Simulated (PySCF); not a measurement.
Ground-state electric properties of a mixed set of molecules.

All values: PBE0/pcSseg-1 (PySCF) at GFN2-xTB geometries, gas phase, one conformer each.

**Question.** Rank by the lowest IAO charge on any atom, lowest value first.
A. `C(=C(P(C#C)C)F)(F)F`
B. `CC#C[Si](F)(Cl)Cl`
C. `C#C[SiH2]C(F)(Cl)Cl`
D. `[SiH3]C[SiH2]P[SiH2]Cl`

**Answer.** D (-0.823 e), A (-0.602 e), B (-0.522 e), C (-0.340 e).

**Question.** Rank by dipole moment, lowest first.
A. `CC#C[Si](F)(Cl)Cl`
B. `[CH:1]#[C:2][SiH2:3][C:4]([F:5])([Cl:6])[Cl:7]` with C2–Si3–C4–F5 180°
C. `[SiH3:1][CH2:2][SiH2:3][PH:4][SiH2:5][Cl:6]` with Si1–C2–Si3–P4 -144°, C2–Si3–P4–Si5 77°, Si3–P4–Si5–Cl6 -76°
D. `[CH:1]#[C:2][P:3]([CH3:4])[C:5]([F:6])=[C:7]([F:8])[F:9]` with C2–P3–C5–F6 -131°

**Answer.** C (1.40 D), D (1.85 D), B (2.52 D), A (3.56 D).

**Question.** Rank by HOMO energy, highest first.
A. `[SiH3]C[SiH2]P[SiH2]Cl`
B. `CC#C[Si](F)(Cl)Cl`
C. `C([SiH2]C(Cl)(Cl)F)#C`
D. `FC(F)=C(P(C)C#C)F`

**Answer.** D (-6.99 eV), A (-7.47 eV), B (-8.42 eV), C (-8.57 eV).

All values together:

```csv
SMILES,formula,μ (D),HOMO (eV),LUMO (eV),lowest IAO charge (e),highest IAO charge (e),lowest Hirshfeld charge (e),highest Hirshfeld charge (e)
CC#C[Si](F)(Cl)Cl,C3H3Cl2FSi,3.56,-8.42,-0.59,-0.522 (F),+1.327 (Si),-0.197 (C/F),+0.435 (Si)
[SiH3]C[SiH2]P[SiH2]Cl,CH10ClPSi3,1.40,-7.47,-0.36,-0.823 (C),+0.628 (Si),-0.248 (C),+0.314 (Si)
C#CP(C)C(F)=C(F)F,C5H4F3P,1.85,-6.99,-0.45,-0.602 (C),+0.599 (P),-0.160 (C),+0.194 (P)
C#C[SiH2]C(F)(Cl)Cl,C3H3Cl2FSi,2.52,-8.57,-0.96,-0.340 (C),+0.793 (Si),-0.163 (C),+0.347 (Si)
```

Conformers: `[SiH3:1][CH2:2][SiH2:3][PH:4][SiH2:5][Cl:6]` with Si1–C2–Si3–P4 -144°, C2–Si3–P4–Si5 77°, Si3–P4–Si5–Cl6 -76°; `[CH:1]#[C:2][P:3]([CH3:4])[C:5]([F:6])=[C:7]([F:8])[F:9]` with C2–P3–C5–F6 -131°; `[CH:1]#[C:2][SiH2:3][C:4]([F:5])([Cl:6])[Cl:7]` with C2–Si3–C4–F5 180°.
